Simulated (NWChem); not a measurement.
Molecule: CH₅ClOSi₂; SMILES Cl[SiH2][SiH2]C=O

```xyz
10

O      1.0830    -2.6478     0.6115
C      0.8092    -1.9543    -0.3335
Si    -0.9135    -1.0762    -0.4800
Si    -0.7002     0.9837     0.6215
Cl     0.9178     1.9429    -0.2707
H      1.5667    -1.7716    -1.1458
H     -1.2422    -0.8260    -1.9176
H     -1.9547    -1.9311     0.1629
H     -0.3986     0.7954     2.0695
H     -1.9067     1.8485     0.4714
```
Atoms are numbered in this order, from 1.

Level: PBE0/def2-SVP (NWChem), optimised geometry, unscaled harmonic frequencies. 

```json
[
 {"frequency (cm⁻¹)": "31", "IR intensity (km/mol)": "4.7"},
 {"frequency (cm⁻¹)": "34", "IR intensity (km/mol)": "4.9"},
 {"frequency (cm⁻¹)": "87", "IR intensity (km/mol)": "2.4"},
 {"frequency (cm⁻¹)": "165", "IR intensity (km/mol)": "1.7"},
 {"frequency (cm⁻¹)": "290", "IR intensity (km/mol)": "13.1"},
 {"frequency (cm⁻¹)": "401", "IR intensity (km/mol)": "20.3"},
 {"frequency (cm⁻¹)": "420", "IR intensity (km/mol)": "2.1"},
 {"frequency (cm⁻¹)": "525", "IR intensity (km/mol)": "12.0"},
 {"frequency (cm⁻¹)": "549", "IR intensity (km/mol)": "51.0"},
 {"frequency (cm⁻¹)": "594", "IR intensity (km/mol)": "14.1"},
 {"frequency (cm⁻¹)": "668", "IR intensity (km/mol)": "17.9"},
 {"frequency (cm⁻¹)": "711", "IR intensity (km/mol)": "76.9"},
 {"frequency (cm⁻¹)": "757", "IR intensity (km/mol)": "12.0"},
 {"frequency (cm⁻¹)": "810", "IR intensity (km/mol)": "267.8"},
 {"frequency (cm⁻¹)": "894", "IR intensity (km/mol)": "56.2"},
 {"frequency (cm⁻¹)": "913", "IR intensity (km/mol)": "33.1"},
 {"frequency (cm⁻¹)": "934", "IR intensity (km/mol)": "86.3"},
 {"frequency (cm⁻¹)": "1382", "IR intensity (km/mol)": "25.0"},
 {"frequency (cm⁻¹)": "1823", "IR intensity (km/mol)": "165.1"},
 {"frequency (cm⁻¹)": "2223", "IR intensity (km/mol)": "56.3"},
 {"frequency (cm⁻¹)": "2238", "IR intensity (km/mol)": "63.1"},
 {"frequency (cm⁻¹)": "2245", "IR intensity (km/mol)": "65.8"},
 {"frequency (cm⁻¹)": "2253", "IR intensity (km/mol)": "99.5"},
 {"frequency (cm⁻¹)": "2861", "IR intensity (km/mol)": "121.5"}
]
```

```json
{
  "zero_point_energy": "34.0 kcal/mol",
  "thermal correction to the enthalpy at 298.15 K (with zero-point energy)": "39.7 kcal/mol",
  "heat capacity Cv": "26.4 cal/(mol K)",
  "entropy at 298.15 K and 1 atm (symmetry number 1)": "92.8 cal/(mol K)",
  "dipole_moment": "1.96 D"
}
```

Rigid rotor and harmonic oscillator; modes under 100 cm⁻¹ make the entropy uncertain.
